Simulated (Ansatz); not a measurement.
Reaction (ligand exchange at the Si–C bond): `C[SiH2]C1N=CO1` + `N[PH][AlH2]` → `C[SiH2]N[PH][AlH2]` + `C1=NCO1`

Isolated molecules relaxed with PBE0-D4/def2-TZVP in Ansatz; ΔE leaves out vibrations. CCSD(T)/CBS is the MP2 limit (def2-TZVPP, def2-QZVPP) plus CCSD(T) − MP2 in def2-TZVPP, frozen cores. DFT in def2-TZVPP. HSE06 is defined as in plane-wave codes. One conformer a species, not always the lowest.

Is it downhill or uphill in electronic energy at CCSD(T)/CBS, and by how much? (Best estimate.)

Computed: Downhill: ΔE = -62.6 kJ/mol.

What do these levels give: revPBE-D4, CAM-B3LYP-D4, PBE, BLYP, HSE06, MP2/CBS(def2)? (An estimate is asked.)

Ansatz gave: revPBE-D4 -55.2, CAM-B3LYP-D4 -64.4, PBE -52.9, BLYP -56.4, HSE06 -58.2, MP2/CBS(def2) -63.9 kJ/mol.

Largest T1 diagnostic among the species: 0.015.

From BLYP to BHLYP (50 % exact exchange), in def2-TZVPP and without D4, ΔE moves by −10.7 kJ/mol. In def2-TZVPP, CCSD(T) changes the Hartree–Fock value by +11.6 kJ/mol (the triples alone add +1.9 kJ/mol) and MP2 by +10.3 kJ/mol. Leaving LDA and LC-ωPBE aside and taking each functional with its dispersion term where it has one, the values, not all of them listed here, spread over 15.4 kJ/mol, from BHLYP-D4 to PBE-D4.
